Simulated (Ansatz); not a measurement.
Method: B3LYP-D3(BJ)/def2-TZVP in Ansatz (a program for electronic structure). No frequencies were computed at this level.

Ansatz 0.2 input:
```yaml
crystal:
  periodic: [false, false, false]
  atoms:
    - { symbol: S, position_ang: [0.934137, -0.491276, -1.566984] }
    - { symbol: Al, position_ang: [-0.141243, -0.118874, 0.317981] }
    - { symbol: S, position_ang: [-0.542625, -1.815481, 1.64197] }
    - { symbol: S, position_ang: [-0.819406, 1.886393, 0.894901] }
    - { symbol: H, position_ang: [0.667765, 0.6987, -2.091686] }
    - { symbol: H, position_ang: [-0.101004, -2.687595, 0.738082] }
    - { symbol: H, position_ang: [0.002376, 2.528132, 0.065738] }
basis:
  gaussian: { orbitals: def2-tzvp }
hamiltonian:
  xc: b3lyp
  dispersion: d3bj
relax:
  max_steps: 150
```

Output:

```
Functional definition: B3LYP
1204 factors; their error is unknown
mean field evaluation 1: about -39156.9041 eV, gradient 2.8e1 eV
mean field evaluation 2: about -39156.7844 eV, gradient 3.2e1 eV
mean field evaluation 4: about -39159.0291 eV, gradient 1.3e0 eV
mean field evaluation 8: about -39159.0995 eV, gradient 1.4e-1 eV
mean field -39159.09949597 eV, -1439.0703634860 hartree, gradient 5.7e-5 eV, S^2 0.000000; 0 other end points of the search recorded, 0 dependent functions left out
reference -39159.09974932 eV, -1439.0703727965 hartree; 32, 32 occupied and 134, 134 virtual orbitals, 1204 factors
relax step   1: F+E_penalty+E_count = -39159.50306161 eV  Δ(F+E_penalty+E_count) = +0.000e0 eV  max|allowed force component| = 4.206e-1 eV/Å  Δτ_max = 0.0000 Å  (25 SCF iters, accepted)
these checks for a lower state are left out or cut short: starts, cluster_reference, orbital_swaps, neighbouring_geometries, increment
1204 factors; their error is unknown
mean field evaluation 16: about -39158.7914 eV, gradient 8.1e0 eV
mean field -39159.09548287 eV, -1439.0702160070 hartree, gradient 1.0e-5 eV, S^2 0.000000; 0 other end points of the search recorded, 0 dependent functions left out
reference -39159.09573669 eV, -1439.0702253349 hartree; 32, 32 occupied and 134, 134 virtual orbitals, 1204 factors
relax step   2: F+E_penalty+E_count = -39159.50276505 eV  Δ(F+E_penalty+E_count) = +2.966e-4 eV  max|allowed force component| = 5.251e-1 eV/Å  Δτ_max = 0.1948 Å  (29 SCF iters, rejected (line search))
these checks for a lower state are left out or cut short: starts, cluster_reference, orbital_swaps, neighbouring_geometries, increment
1204 factors; their error is unknown
mean field -39159.11517226 eV, -1439.0709395790 hartree, gradient 1.9e-5 eV, S^2 0.000000; 0 other end points of the search recorded, 0 dependent functions left out
reference -39159.11542648 eV, -1439.0709489214 hartree; 32, 32 occupied and 134, 134 virtual orbitals, 1204 factors
relax step   3: F+E_penalty+E_count = -39159.52060885 eV  Δ(F+E_penalty+E_count) = -1.755e-2 eV  max|allowed force component| = 9.624e-2 eV/Å  Δτ_max = 0.0953 Å  (28 SCF iters, accepted)
these checks for a lower state are left out or cut short: starts, cluster_reference, orbital_swaps, neighbouring_geometries, increment
1204 factors; their error is unknown
mean field evaluation 32: about -39159.1136 eV, gradient 1.8e-1 eV
mean field -39159.11382525 eV, -1439.0708900772 hartree, gradient 2.0e-5 eV, S^2 0.000000; 0 other end points of the search recorded, 0 dependent functions left out
reference -39159.11407553 eV, -1439.0708992748 hartree; 32, 32 occupied and 134, 134 virtual orbitals, 1204 factors
relax step   4: F+E_penalty+E_count = -39159.52092806 eV  Δ(F+E_penalty+E_count) = -3.192e-4 eV  max|allowed force component| = 1.568e-1 eV/Å  Δτ_max = 0.0998 Å  (28 SCF iters, accepted)
these checks for a lower state are left out or cut short: starts, cluster_reference, orbital_swaps, neighbouring_geometries, increment
1204 factors; their error is unknown
mean field -39159.11608435 eV, -1439.0709730975 hartree, gradient 1.6e-5 eV, S^2 0.000000; 0 other end points of the search recorded, 0 dependent functions left out
reference -39159.11633722 eV, -1439.0709823904 hartree; 32, 32 occupied and 134, 134 virtual orbitals, 1204 factors
relax step   5: F+E_penalty+E_count = -39159.52180971 eV  Δ(F+E_penalty+E_count) = -8.816e-4 eV  max|allowed force component| = 2.860e-2 eV/Å  Δτ_max = 0.0911 Å  (28 SCF iters, accepted)
these checks for a lower state are left out or cut short: starts, cluster_reference, orbital_swaps, neighbouring_geometries, increment
1204 factors; their error is unknown
mean field -39159.11581035 eV, -1439.0709630283 hartree, gradient 1.1e-5 eV, S^2 0.000000; 0 other end points of the search recorded, 0 dependent functions left out
reference -39159.11606066 eV, -1439.0709722271 hartree; 32, 32 occupied and 134, 134 virtual orbitals, 1204 factors
relax step   6: F+E_penalty+E_count = -39159.52173137 eV  Δ(F+E_penalty+E_count) = +7.834e-5 eV  max|allowed force component| = 1.749e-1 eV/Å  Δτ_max = 0.0716 Å  (28 SCF iters, rejected (line search))
these checks for a lower state are left out or cut short: starts, cluster_reference, orbital_swaps, neighbouring_geometries, increment
1204 factors; their error is unknown
mean field -39159.11713564 eV, -1439.0710117320 hartree, gradient 7.8e-6 eV, S^2 0.000000; 0 other end points of the search recorded, 0 dependent functions left out
reference -39159.11738743 eV, -1439.0710209849 hartree; 32, 32 occupied and 134, 134 virtual orbitals, 1204 factors
relax step   7: F+E_penalty+E_count = -39159.52322897 eV  Δ(F+E_penalty+E_count) = -1.419e-3 eV  max|allowed force component| = 3.090e-2 eV/Å  Δτ_max = 0.0358 Å  (29 SCF iters, accepted)
these checks for a lower state are left out or cut short: starts, cluster_reference, orbital_swaps, neighbouring_geometries, increment
1204 factors; their error is unknown
mean field evaluation 64: about -39159.1181 eV, gradient 8.2e-6 eV
mean field -39159.11808929 eV, -1439.0710467778 hartree, gradient 8.2e-6 eV, S^2 0.000000; 0 other end points of the search recorded, 0 dependent functions left out
reference -39159.11833990 eV, -1439.0710559875 hartree; 32, 32 occupied and 134, 134 virtual orbitals, 1204 factors
relax step   8: F+E_penalty+E_count = -39159.52414189 eV  Δ(F+E_penalty+E_count) = -9.129e-4 eV  max|allowed force component| = 6.253e-2 eV/Å  Δτ_max = 0.0356 Å  (29 SCF iters, accepted)
these checks for a lower state are left out or cut short: starts, cluster_reference, orbital_swaps, neighbouring_geometries, increment
1204 factors; their error is unknown
mean field -39159.11868927 eV, -1439.0710688266 hartree, gradient 7.2e-6 eV, S^2 0.000000; 0 other end points of the search recorded, 0 dependent functions left out
reference -39159.11893985 eV, -1439.0710780354 hartree; 32, 32 occupied and 134, 134 virtual orbitals, 1204 factors
relax step   9: F+E_penalty+E_count = -39159.52443563 eV  Δ(F+E_penalty+E_count) = -2.937e-4 eV  max|allowed force component| = 1.497e-2 eV/Å  Δτ_max = 0.0125 Å  (29 SCF iters, accepted)
these checks for a lower state are left out or cut short: starts, cluster_reference, orbital_swaps, neighbouring_geometries, increment
1204 factors; their error is unknown
mean field -39159.11865602 eV, -1439.0710676047 hartree, gradient 2.6e-5 eV, S^2 0.000000; 0 other end points of the search recorded, 0 dependent functions left out
reference -39159.11890626 eV, -1439.0710768009 hartree; 32, 32 occupied and 134, 134 virtual orbitals, 1204 factors
relax step  10: F+E_penalty+E_count = -39159.52455540 eV  Δ(F+E_penalty+E_count) = -1.198e-4 eV  max|allowed force component| = 3.881e-3 eV/Å  Δτ_max = 0.0190 Å  (28 SCF iters, accepted)
these checks for a lower state are left out or cut short: starts, cluster_reference, orbital_swaps, neighbouring_geometries, increment
1204 factors; their error is unknown
mean field -39159.11871091 eV, -1439.0710696221 hartree, gradient 2.6e-5 eV, S^2 0.000000; 0 other end points of the search recorded, 0 dependent functions left out
reference -39159.11896072 eV, -1439.0710788022 hartree; 32, 32 occupied and 134, 134 virtual orbitals, 1204 factors
relax step  11: F+E_penalty+E_count = -39159.52464748 eV  Δ(F+E_penalty+E_count) = -9.208e-5 eV  max|allowed force component| = 1.522e-2 eV/Å  Δτ_max = 0.0227 Å  (28 SCF iters, accepted)
these checks for a lower state are left out or cut short: starts, cluster_reference, orbital_swaps, neighbouring_geometries, increment
1204 factors; their error is unknown
mean field -39159.11881302 eV, -1439.0710733745 hartree, gradient 7.2e-6 eV, S^2 0.000000; 0 other end points of the search recorded, 0 dependent functions left out
reference -39159.11906266 eV, -1439.0710825483 hartree; 32, 32 occupied and 134, 134 virtual orbitals, 1204 factors
relax step  12: F+E_penalty+E_count = -39159.52468308 eV  Δ(F+E_penalty+E_count) = -3.560e-5 eV  max|allowed force component| = 1.923e-2 eV/Å  Δτ_max = 0.0105 Å  (29 SCF iters, accepted)
these checks for a lower state are left out or cut short: starts, cluster_reference, orbital_swaps, neighbouring_geometries, increment
1204 factors; their error is unknown
mean field evaluation 96: about -39159.1189 eV, gradient 2.6e-5 eV
mean field -39159.11889934 eV, -1439.0710765468 hartree, gradient 7.2e-6 eV, S^2 0.000000; 0 other end points of the search recorded, 0 dependent functions left out
reference -39159.11914887 eV, -1439.0710857167 hartree; 32, 32 occupied and 134, 134 virtual orbitals, 1204 factors
relax step  13: F+E_penalty+E_count = -39159.52471141 eV  Δ(F+E_penalty+E_count) = -2.833e-5 eV  max|allowed force component| = 1.391e-2 eV/Å  Δτ_max = 0.0088 Å  (29 SCF iters, accepted)
these checks for a lower state are left out or cut short: starts, cluster_reference, orbital_swaps, neighbouring_geometries, increment
1204 factors; their error is unknown
mean field -39159.11891933 eV, -1439.0710772814 hartree, gradient 7.2e-6 eV, S^2 0.000000; 0 other end points of the search recorded, 0 dependent functions left out
reference -39159.11916879 eV, -1439.0710864489 hartree; 32, 32 occupied and 134, 134 virtual orbitals, 1204 factors
relax step  14: F+E_penalty+E_count = -39159.52472085 eV  Δ(F+E_penalty+E_count) = -9.438e-6 eV  max|allowed force component| = 9.504e-3 eV/Å  Δτ_max = 0.0101 Å  (29 SCF iters, accepted)
1204 factors; their error is unknown
mean field -39159.11891933 eV, -1439.0710772814 hartree, gradient 7.3e-6 eV, S^2 0.000000; 1 other end points of the search recorded, 0 dependent functions left out
reference -39159.11916879 eV, -1439.0710864489 hartree; 32, 32 occupied and 134, 134 virtual orbitals, 1204 factors
Total energy: -39159.52497031 eV, -1439.0859993796 hartree
Atom 0 at     0.813623    -0.519489    -1.631230 Å, force     0.000827     0.009504    -0.001803 eV/Å
Atom 1 at    -0.126452    -0.121035     0.302665 Å, force    -0.003169    -0.002157    -0.002907 eV/Å
Atom 2 at    -0.579284    -1.793997     1.627894 Å, force     0.000323     0.001329     0.003103 eV/Å
Atom 3 at    -0.659918     1.873681     1.016082 Å, force     0.002416     0.001345    -0.002716 eV/Å
Atom 4 at     0.846745     0.772936    -2.000757 Å, force     0.000525    -0.007672     0.001955 eV/Å
Atom 5 at    -0.093767    -2.708439     0.768922 Å, force     0.000291     0.001586    -0.001194 eV/Å
Atom 6 at    -0.200946     2.496343    -0.083574 Å, force    -0.001212    -0.003936     0.003562 eV/Å
Dipole moment:     0.112414     0.123043    -0.267413 e Å
```

Cost: roughly 2.2 core-minutes.
